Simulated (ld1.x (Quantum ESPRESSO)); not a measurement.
Which change was made? (Zn, TM)

```
Element                 : Zn
Generator               : ld1.x (Quantum ESPRESSO) 7.5
Type                    : norm-conserving Troullier–Martins (Kleinman–Bylander form)
Functional              : BLYP
Relativity              : scalar-relativistic
Frozen core             : [Ne]
Valence charge          : 20
Reference configuration : 3s2 3p6 3d9 4s0 4p0 (charge +3)
Partial waves           : 3s (bound): rc 0.80 bohr; 3p (bound): rc 0.85 bohr; 3d (bound): rc 1.45 bohr
Local potential         : all-electron potential smoothed inside 0.95 bohr (lloc = -1)
Core correction         : a·sin(br)/r model core, default radius (core density twice the valence density)
```

Cutoffs, loose and tight: the cutoffs (Ry, on a coarse ladder) from which the occupation-weighted sum of valence levels, in a spherical-Bessel basis at the reference potential, stays within 10 and 1 mRy of its value at 400 Ry. They do not see the model core or the augmentation charge, which bear on the density cutoff. Test errors are all-electron minus pseudo excitation energies from the reference, over the configurations 3s2 3p6 3d10 4s2 4p0; 3s2 3p6 3d10 4s1 4p0; 3s2 3p6 3d10 4s0 4p0; 3s2 3p6 3d8 4s0 4p0; 3s2 3p5 3d10 4s2 4p0; 3s2 3p6 3d10 4s0 4p1; 3s2 3p6 3d9 4s2 4p0; variants that change the core or the reference have their own tests. The largest error is taken over the tests solved by every variant that gives reliable tests at all, those not shown here included: 3s2 3p6 3d10 4s0 4p0; 3s2 3p6 3d10 4s0 4p1; 3s2 3p6 3d8 4s0 4p0.

The base gives: outcome: generated; cutoff, loose: 230 Ry; cutoff, tight: over 300 Ry; bound ghosts: none; largest test error (meV): +80.

(1) After one change the result is: outcome: generated; cutoff, loose: 300 Ry; cutoff, tight: over 300 Ry; bound ghosts: none; largest test error (meV): +16. Which change was it?
A. all radii but the core radius scaled by about 0.95 (s 0.76, p 0.80, d 1.38 bohr); local potential all-electron potential smoothed inside 0.90 bohr (lloc = -1)
B. all radii but the core radius scaled by about 0.75 (s 0.60, p 0.64, d 1.08 bohr); local potential all-electron potential smoothed inside 0.72 bohr (lloc = -1)
C. all radii but the core radius scaled by about 0.83 (s 0.66, p 0.70, d 1.20 bohr); local potential all-electron potential smoothed inside 0.78 bohr (lloc = -1)
D. all radii but the core radius scaled by about 1.12 (s 0.90, p 0.96, d 1.62 bohr); local potential all-electron potential smoothed inside 1.06 bohr (lloc = -1)

## Answers

(1) B. The others give: all radii but the core radius scaled by about 1.12 (s 0.90, p 0.96, d 1.62 bohr); local potential all-electron potential smoothed inside 1.06 bohr (lloc = -1) → outcome: generated; cutoff, loose: 200 Ry; cutoff, tight: 260 Ry; bound ghosts: none; largest test error (meV): +144 | all radii but the core radius scaled by about 0.83 (s 0.66, p 0.70, d 1.20 bohr); local potential all-electron potential smoothed inside 0.78 bohr (lloc = -1) → outcome: generated; cutoff, loose: 300 Ry; cutoff, tight: over 300 Ry; bound ghosts: none; largest test error (meV): +19 | all radii but the core radius scaled by about 0.95 (s 0.76, p 0.80, d 1.38 bohr); local potential all-electron potential smoothed inside 0.90 bohr (lloc = -1) → outcome: generated; cutoff, loose: 260 Ry; cutoff, tight: over 300 Ry; bound ghosts: none; largest test error (meV): +1832.
